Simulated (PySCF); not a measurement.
**Computed structure and properties of Lu(SH)3**

System: Lu(SH)3 (singlet in the valence; each metal's 4f electrons, 14 of them, lie in its core potential, out of spins and levels); start: displaced along the imaginary mode (C3). Method: PySCF 2.14.0, RKS PBE0, Lu lcecp-1-SVP with ECP60, S def2-SVP, H def2-SVP; non-relativistic Hamiltonian with scalar-relativistic core potentials where named; density fitting; no spin-orbit coupling.

Input of the relaxation:

```python
mol = gto.M(atom='''
Lu     0.00000     0.00000    -0.24743
S      2.44650    -0.00705     0.39689
H      2.19192     0.25001     1.72552
S     -1.21715     2.12225     0.39689
H     -1.31248     1.77325     1.72552
S     -1.22935    -2.11521     0.39689
H     -0.87944    -2.02327     1.72552''',
    basis={'Lu': 'lcecp-1-SVP', 'S': 'def2-SVP', 'H': 'def2-SVP'},
    ecp={'Lu': 'lcecp-1-SVP'},
    charge=0, spin=0)
mf = dft.RKS(mol, xc='PBE0')
mf.grids.atom_grid = (50, 194)  # f atoms: unpruned, at least (60, 302)
mf = mf.density_fit()  # fitting sets: Lu AutoAux, S def2-universal-JKFIT, H def2-universal-JKFIT
mf.conv_tol = 1e-08; mf.max_cycle = 55
mf.kernel(dm0)  # dm0: converged density of the start geometry
# quasi-Newton relaxation in Cartesian coordinates to a largest gradient under 0.00045 Eh/bohr, steps kept in the point group
```

Run from Python with OMP_NUM_THREADS=2; the lines above give its settings. Where DIIS fails, smearing, a level shift and second-order steps follow.
It took 2.9 min on 2 threads of Arm Neoverse V1, with other jobs on the host, from the converged density of the start.

Course of the relaxation:

```json
{"step": "0", "energy above end (eV)": "0.4461", "largest force component within the symmetry (eV/Å)": "0.582"}
{"step": "1", "energy above end (eV)": "0.4034", "largest force component within the symmetry (eV/Å)": "0.190"}
{"step": "2", "energy above end (eV)": "0.3482", "largest force component within the symmetry (eV/Å)": "0.566"}
{"step": "3", "energy above end (eV)": "0.3174", "largest force component within the symmetry (eV/Å)": "0.759"}
{"step": "4", "energy above end (eV)": "0.2285", "largest force component within the symmetry (eV/Å)": "0.102"}
{"step": "5", "energy above end (eV)": "0.2010", "largest force component within the symmetry (eV/Å)": "0.648"}
{"step": "6", "energy above end (eV)": "0.1661", "largest force component within the symmetry (eV/Å)": "0.183"}
{"step": "7", "energy above end (eV)": "0.1387", "largest force component within the symmetry (eV/Å)": "0.120"}
{"step": "17", "energy above end (eV)": "0.0121", "largest force component within the symmetry (eV/Å)": "0.089"}
{"step": "18", "energy above end (eV)": "0.0090", "largest force component within the symmetry (eV/Å)": "0.108"}
{"step": "19", "energy above end (eV)": "0.0051", "largest force component within the symmetry (eV/Å)": "0.138"}
{"step": "20", "energy above end (eV)": "0.0006", "largest force component within the symmetry (eV/Å)": "0.042"}
{"step": "21", "energy above end (eV)": "0.0007", "largest force component within the symmetry (eV/Å)": "0.116"}
{"step": "22", "energy above end (eV)": "0.0000", "largest force component within the symmetry (eV/Å)": "0.005"}
```
(The steps between are left out.)

Relaxed geometry (C3, nearly C3h):

```xyz
7

Lu    0.0000    0.0000    0.8438
S     2.4847   -0.4378    0.8538
H     2.8028    0.8786    0.9048
S    -0.8632    2.3707    0.8538
H    -2.1623    1.9880    0.9048
S    -1.6215   -1.9329    0.8538
H    -0.6405   -2.8666    0.9048
```

```tsv
contact	Å
Lu1–S2 (SH)	2.523
Lu1–S4 (SH)	2.523
Lu1–S6 (SH)	2.523
```

On the finer grid (75, 302):

```
HOMO                                                          : -7.57 eV
LUMO                                                          : -2.41 eV
Dipole about the centre of mass                               : 0.03 D
Set of Mulliken populations of Lu1 outside the core potential : s 2.46, p 6.42, d 1.32, f 0.03
D3(BJ) dispersion energy (not in the energies)                : -0.186 eV
```

```json
{"atom": "Lu1", "Mulliken (e)": "0.78", "Löwdin (e)": "-0.14", "spin (e)": "0.00"}
{"atom": "S2", "Mulliken (e)": "-0.38", "Löwdin (e)": "0.02", "spin (e)": "0.00"}
{"atom": "H3", "Mulliken (e)": "0.12", "Löwdin (e)": "0.03", "spin (e)": "0.00"}
{"atom": "S4", "Mulliken (e)": "-0.38", "Löwdin (e)": "0.02", "spin (e)": "0.00"}
{"atom": "H5", "Mulliken (e)": "0.12", "Löwdin (e)": "0.03", "spin (e)": "0.00"}
{"atom": "S6", "Mulliken (e)": "-0.38", "Löwdin (e)": "0.02", "spin (e)": "0.00"}
{"atom": "H7", "Mulliken (e)": "0.12", "Löwdin (e)": "0.03", "spin (e)": "0.00"}
```

The 4f levels lie in the core potential and are missing.

On the grid (50, 194), as all that follows. Harmonic modes: a minimum within the noise of the softest modes; lowest 35 cm⁻¹ (negative: unstable), highest 2686 cm⁻¹, zero-point energy 0.678 eV.

Taking off one SH (charge -1, singlet; the rest: singlet) in vacuum, both parts rigid, costs 9.41 eV; the small basis without counterpoise inflates it. Most of it is the attraction of opposite charges; other ways to part are cheaper, and one spin state was tried for the rest.

Rigid scan of SH along the line from its metal:

(distance to S2 (Å), energy (eV)): (2.22, 0.685), (2.32, 0.267), (2.42, 0.059), (2.52, 0.000), (2.62, 0.047), (2.72, 0.166), (2.92, 0.535), (3.22, 1.219), (3.62, 2.115), (4.12, 3.035)

One start shape was tried, so this needn't be the lowest isomer.

An lcecp potential fixes the number of 4f electrons, so in runs with it no electron can move into or out of that shell.
